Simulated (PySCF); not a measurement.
# Ge: ionisation energy

Ge [Ar] 3d10 4s2 4p2 (3P) → Ge⁺ [Ar] 3d10 4s2 4p1 (2P), as a difference of total energies. Computed with PySCF 2.14 in 6-31G* (5s4p3d, 32 functions), with no relativity, point nucleus. Correlated levels: valence: [Ar] 3d10 frozen. The calculations carry no spin-orbit coupling.

Question: Order these methods by the ionisation energy they give, lowest first.
A. CCSD(T) (valence)
B. PBE
C. UHF
D. MP2 (valence)

Answer: C (7.445 eV), D (7.668 eV), A (7.689 eV), B (7.957 eV).

These non-relativistic numbers lack the scalar-relativistic shift.

Errors of the correlated levels include the incompleteness of this basis and the frozen core.

For comparison: 7.925 eV (measured; NIST levels, between the centres of gravity of the two terms).
